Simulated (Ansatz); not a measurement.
Relaxation of H$_{4}$OSn (6 atoms, charge 0, multiplicity 1), to a largest force component of 0.02 eV/Å in at most 40 steps.

The calculation used RHF/def2-SVP (Ansatz 0.2.0).

```xyz
6
Properties=species:S:1:pos:R:3
Sn 0.000 0.000 0.000
H 0.000 0.000 1.740
O 1.848 0.000 -0.653
H 2.165 -0.952 -0.769
H -0.820 1.420 -0.579
H -0.820 -1.420 -0.579
```

Question: Where does it end, and by what steps?

Answer: The forces met the threshold. The force dipped under the threshold on the way, but the program's further checks kept it going. After 12 steps the energy has fallen by 0.179 eV; H4 moved furthest, 0.26 Å.

```
step  energy less start (eV)  largest force component (eV/Å)  accepted
   0                  0.0000                           3.190       yes
   1                 -0.1301                           1.000       yes
   2                 -0.1736                           0.195       yes
   3                 -0.1756                           0.054       yes
   4                 -0.1779                           0.027       yes
   5                 -0.1781                           0.080       yes
   6                 -0.1787                           0.006       yes
   7                 -0.1783                           0.187        no
   8                 -0.1788                           0.010       yes
   9                 -0.1786                           0.110        no
  10                 -0.1788                           0.026       yes
  11                 -0.1788                           0.035        no
  12                 -0.1788                           0.001       yes
```

```xyz
6
Properties=species:S:1:pos:R:3
Sn -0.068 -0.033 -0.008
H 0.072 -0.057 1.696
O 1.741 -0.072 -0.789
H 2.298 -0.811 -0.602
H -0.737 1.423 -0.578
H -0.931 -1.402 -0.558
```

Run time: 11 s on 1 thread of Arm Neoverse V2, on a shared host, peak memory 0.1 GiB.
